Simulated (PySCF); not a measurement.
Structure with atom numbers: `[CH3:1][C@@H:2]1[CH2:3][C:4]2([CH2:5][CH2:6]2)[C@@H:7]1[B:8]([OH:9])[OH:10]`. Each H is labelled by its parent atom. Ha(C3) is cis to C1 on the ring; Ha(C5), Ha(C6) are pro-R; Hb(C5), Hb(C6) are pro-S; Hb(C3) is trans to C1 on the ring.

Averaged over atoms made equivalent by symmetry, fast rotation or ring inversion, non-relativistic, isolated molecule, single conformer. Coordinates at the PBE0-D3(BJ)/def2-SVP level; shielding tensors at B97-2/pcSseg-1 (GIAO); PySCF 2.14.0 with density-fitted response routines.

Problem. Predict the 2D correlation tables (HSQC, COSY, HMBC).

Solution. 

HSQC (one-bond C–H):
| δH | δC |
| --- | --- |
| 2.48 (Hb(C3)) | 40.2 (C3) |
| 2.05 (H(C2)) | 29.4 (C2) |
| 1.95 (Ha(C5)) | 14.3 (C5) |
| 1.93 (H(C7)) | 31.2 (C7) |
| 1.21 (Ha(C3)) | 40.2 (C3) |
| 1.20 (H(C1)) | 22.0 (C1) |
| 0.23 (Hb(C6)) | 10.5 (C6) |
| 0.19 (Ha(C6)) | 10.5 (C6) |
| 0.18 (Hb(C5)) | 14.3 (C5) |

COSY cross peaks (H two or three bonds apart, from the bond graph; peaks can be absent where the dihedral angle is near 90°):
| δH | δH |
| --- | --- |
| 2.48 (Hb(C3)) | 2.05 (H(C2)) |
| 2.48 (Hb(C3)) | 1.21 (Ha(C3)) |
| 2.05 (H(C2)) | 1.93 (H(C7)) |
| 2.05 (H(C2)) | 1.21 (Ha(C3)) |
| 2.05 (H(C2)) | 1.20 (H(C1)) |
| 1.95 (Ha(C5)) | 0.23 (Hb(C6)) |
| 1.95 (Ha(C5)) | 0.19 (Ha(C6)) |
| 1.95 (Ha(C5)) | 0.18 (Hb(C5)) |
| 0.23 (Hb(C6)) | 0.19 (Ha(C6)) |
| 0.23 (Hb(C6)) | 0.18 (Hb(C5)) |
| 0.19 (Ha(C6)) | 0.18 (Hb(C5)) |

HMBC (two and three bonds, from the bond graph):
| δH | δC |
| --- | --- |
| 2.48 (Hb(C3)) | 31.2 (C7), 29.4 (C2), 22.0 (C1), 18.5 (C4), 14.3 (C5), 10.5 (C6) |
| 2.05 (H(C2)) | 40.2 (C3), 31.2 (C7), 22.0 (C1), 18.5 (C4) |
| 1.95 (Ha(C5)) | 40.2 (C3), 31.2 (C7), 18.5 (C4), 10.5 (C6) |
| 1.93 (H(C7)) | 40.2 (C3), 29.4 (C2), 22.0 (C1), 18.5 (C4), 14.3 (C5), 10.5 (C6) |
| 1.21 (Ha(C3)) | 31.2 (C7), 29.4 (C2), 22.0 (C1), 18.5 (C4), 14.3 (C5), 10.5 (C6) |
| 1.20 (H(C1)) | 40.2 (C3), 31.2 (C7), 29.4 (C2) |
| 0.23 (Hb(C6)) | 40.2 (C3), 31.2 (C7), 18.5 (C4), 14.3 (C5) |
| 0.19 (Ha(C6)) | 40.2 (C3), 31.2 (C7), 18.5 (C4), 14.3 (C5) |
| 0.18 (Hb(C5)) | 40.2 (C3), 31.2 (C7), 18.5 (C4), 10.5 (C6) |

References, each an isolated molecule treated in the same way: ¹H (31.38 ppm) and ¹³C (183.69 ppm) vs TMS.

Short H···H contacts in this conformer between protons four or more bonds apart (candidates for NOE cross peaks, intensity ∝ r⁻⁶): Ha(C3)···Hb(C5) 2.67 Å, H(C1)···Ha(C3) 2.69 Å.

OH and NH positions are those of a molecule without intermolecular hydrogen bonds; in solution they move with solvent, concentration and temperature, and exchange usually removes their couplings. A carbon bonded to boron is broadened by the quadrupolar boron nucleus and is often missing from a measured spectrum. Shifts are as computed. Against solution values, carbons near 30 ppm lie about +1 ppm off and those near 130 ppm about +2 ppm. Of 1211 compounds with measured shifts, 218 miss one by over three times the rms of a fit or turn the order of signals round; such compounds aren't used in these exercises.
